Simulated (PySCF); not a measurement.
Al(H)2(SH) (AlH3S), SMILES [AlH2][SH].

Geometry: PBE0-D3(BJ)/def2-TZVP.

Vertical ionisation energy (IE) and electron affinity (EA) in eV. Rows of orbital energies are one-electron estimates. Where ΔSCF, EOM or ADC give a negative EA the extra electron is unbound and the value depends on the basis.

```
level                                           IE     EA
-------------------------------------------  -----  -----
−ε(HOMO), −ε(LUMO), HF/def2-TZVPD (PySCF)    10.53  -1.09
−ε(HOMO), −ε(LUMO), PBE0/def2-TZVPD (PySCF)      ?      ?
ADC(2)/aug-cc-pVDZ (PySCF)                    9.83  -0.14
```

Problem. What belongs in the gaps? (The exact figures need the calculation; the answer reports its results.)

Solution. 
- −ε(HOMO), −ε(LUMO), PBE0/def2-TZVPD (PySCF), IE: 7.88
- −ε(HOMO), −ε(LUMO), PBE0/def2-TZVPD (PySCF), EA: 1.44

Problem. Beyond the first one, list the lowest photoelectron lines from PySCF 2.14.0 with ADC(2)/aug-cc-pVDZ with their pole strengths (two spins summed). (An estimate is asked for; the answer gives what the named calculation found.)

Solution. 10.82 eV (1.81), 11.48 eV (1.86), 13.57 eV (1.80), 14.88 eV (1.82).
